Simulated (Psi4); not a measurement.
CdI2, singlet, at a GFN2-xTB geometry (such geometries of metal compounds can be far from the true shape) (core potentials on Cd, I); TPSS/def2-SVP in Psi4.

The Psi4 input:
```
memory 2 GB

molecule mol {
0 1
Cd   -0.452711    0.220262    0.313136
I     0.020976    1.798468   -1.743063
I     0.389026   -1.997951    1.459468
}

set {
  basis def2-svp
  reference rks
  dft_radial_points 50
}

energy('tpss')
print_variables()
```

Task: Write the output that Psi4 gives for this input, abridged.

Result: 
```
   => Loading Basis Set <=

    Name: DEF2-SVP
    Role: ORBITAL
    Keyword: BASIS

    !!!  WARNING: ECP capability is in beta. Please check occupations closely.  !!!

         ---------------------------------------------------------
                                   SCF
               by Justin Turney, Rob Parrish, Andy Simmonett
                          and Daniel G. A. Smith
                              RKS Reference
         ---------------------------------------------------------

  ==> Geometry <==

    Molecular point group: cs
    Full point group: Cs

    Geometry (in Angstrom), charge = 0, multiplicity = 1:

       Center              X                  Y                   Z               Mass
    ------------   -----------------  -----------------  -----------------  -----------------
         CD          -0.534452410655     0.260475378515     0.000000000000   113.903365090000
         I            1.330825101736     2.121606132055     0.000000000000   126.904471900000
         I           -0.851126261005    -2.355396334178     0.000000000000   126.904471900000

  Running in cs symmetry.

  Rotational constants: A =      0.28899  B =      0.01071  C =      0.01033 [cm^-1]
  Rotational constants: A =   8663.75565  B =    321.10010  C =    309.62465 [MHz]
  Nuclear repulsion =  267.235906837127175

  Charge       = 0
  Multiplicity = 1
  Electrons    = 70
  Nalpha       = 35
  Nbeta        = 35

  ==> Algorithm <==

  SCF Algorithm Type is DF.
  DIIS enabled.
  MOM disabled.
  Fractional occupation disabled.
  Guess Type is SAD.
  Energy threshold   = 1.00e-06
  Density threshold  = 1.00e-06
  Integral threshold = 1.00e-12

  ==> Primary Basis <==

  Basis Set: DEF2-SVP
    Blend: DEF2-SVP
    Number of shells: 31
    Number of basis functions: 83
    Number of Cartesian functions: 92
    Spherical Harmonics?: true
    Max angular momentum: 3

  Core potential: DEF2-SVP
    Number of shells: 12
    Number of ECP primitives: 72
    Number of ECP core electrons: 84
    Max angular momentum: 3

  ==> DFT Potential <==

   => LibXC <=

    Version 7.1.2
    S. Lehtola, C. Steigemann, M. J. T. Oliveira, and M. A. L. Marques,  SoftwareX 7, 1–5 (2018) (10.1016/j.softx.2017.11.002)

   => Composite Functional: TPSS <=

    TPSS Meta-GGA XC Functional

    J. Tao, et al., Phys. Rev. Lett., 91, 146401, 2003

    Deriv               =              1
    GGA                 =           TRUE
    Meta                =           TRUE

[...]
   @DF-RKS iter   5:  -762.93451711177283   -1.03202e-02   4.07414e-04 ADIIS/DIIS
   @DF-RKS iter   6:  -762.93488827461931   -3.71163e-04   1.02169e-04 ADIIS/DIIS
   @DF-RKS iter   7:  -762.93492007958866   -3.18050e-05   2.11979e-05 DIIS
   @DF-RKS iter   8:  -762.93492061525114   -5.35662e-07   1.64060e-05 DIIS
   @DF-RKS iter   9:  -762.93492156876630   -9.53515e-07   2.61613e-06 DIIS
   @DF-RKS iter  10:  -762.93492159078107   -2.20148e-08   2.10284e-07 DIIS
  Energy and wave function converged.

  ==> Post-Iterations <==

   Electrons on quadrature grid:
      Ntotal   =   69.9999670321 ; deviation = -3.297e-05

    Orbital Energies [Eh]
    ---------------------

    Doubly Occupied:

[...]
    Virtual:

[...]
    Final Occupation by Irrep:
             Ap   App
    DOCC [    24,   11 ]
    NA   [    24,   11 ]
    NB   [    24,   11 ]

  @DF-RKS Final Energy:  -762.93492159078107

   => Energetics <=

    Nuclear Repulsion Energy =            267.2359068371271746
    One-Electron Energy =               -1865.9243181416873085
    Two-Electron Energy =                 895.3562432370501938
    DFT Exchange-Correlation Energy =     -59.6027535232711614
    Empirical Dispersion Energy =           0.0000000000000000
    VV10 Nonlocal Energy =                  0.0000000000000000
    Total Energy =                       -762.9349215907810731

Computation Completed

Properties will be evaluated at   0.000000,   0.000000,   0.000000 [a0]

Properties computed using the SCF density matrix

 Multipole Moments:

 ------------------------------------------------------------------------------------
     Multipole            Electronic (a.u.)      Nuclear  (a.u.)        Total (a.u.)
 ------------------------------------------------------------------------------------

 L = 1.  Multiply by 2.5417464519 to convert [e a0] to [Debye]
 Dipole X            :         -3.1571619            2.4631121           -0.6940497
 Dipole Y            :          1.5386988           -1.2004438            0.3382551
 Dipole Z            :          0.0000000            0.0000000            0.0000000
 Magnitude           :                                                    0.7720891

 ------------------------------------------------------------------------------------

  Variable Map:
  ----------------------------------------------------------------------------
[...]
  Array Variable Map:
  ----------------------------------------------------------------------------
[...]
[...]
```
